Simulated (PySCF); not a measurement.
Relaxation of triplet Hf(OH)₂

Method: UPBE0/[Hf def2-TZVP with ECP60, O def2-TZVP, H def2-TZVP], scalar-relativistic core potentials, density fitting, no spin–orbit coupling, PySCF. A (50,194) grid was used.

A hand-made bent (heavy-atom frame) start, of C2 symmetry, held to at least that symmetry:

```xyz
5
charge 0 multiplicity 3, angstrom
Hf    0.0000    0.0000   -0.1993
O     1.7612    0.0000    1.0339
O    -1.7612    0.0000    1.0339
H     2.2667   -0.7354    1.3878
H    -2.2667    0.7354    1.3878
```

Optimiser trace:
| step | E − E(last) (kJ/mol) | largest gradient (Eh/bohr) |
| --- | --- | --- |
| 0 | 113.94 | 0.08745 |
| 1 | 44.35 | 0.04726 |
| 2 | 27.41 | 0.02513 |
| 3 | 20.62 | 0.00485 |
| 4 | 18.96 | 0.00603 |
| 5 | 10.79 | 0.00839 |
| 6 | 6.60 | 0.00926 |
| 7 | 3.39 | 0.00531 |
| 8 | 1.99 | 0.01308 |
| 9 | 1.04 | 0.00479 |
| 10 | 0.53 | 0.00179 |
| 11 | 0.32 | 0.00152 |
| 12 | 0.18 | 0.00166 |
| 13 | 0.14 | 0.00069 |
| 14 | 0.13 | 0.00054 |
| 15 | 0.10 | 0.00072 |
| 16 | 0.06 | 0.00091 |
| 17 | 0.01 | 0.00042 |
| 18 | 0.00 | 0.00020 |
| 19 | 0.00 | 0.00014 |

It ends at C2v with Hf–O 1.938 Å (×2), O–H 0.952 Å (×2); H–O–Hf 164.7° (×2), O–Hf–O 152.4°. A frequency run shows a minimum.

Final geometry:
Z-matrix (Å, degrees; charge 0 multiplicity 3):
```
Hf
O  1 1.9377
O  1 1.9377 2 152.40
H  2 0.9518 1 164.68 3 0.00
H  3 0.9518 1 164.68 2 0.00
```

Open d and f shells are described by one determinant, and the ground state may have another occupation or spin. At this level a broken-symmetry Ms = 0 minimum of C2v symmetry lies 48 kJ/mol below this structure. No spin–orbit coupling is included, which matters more the heavier the element.

The relaxation took 47 s on 4 threads of a shared Arm Neoverse V1 host, with 114 basis functions and 21 gradients; the process peaked at 0.8 GiB.
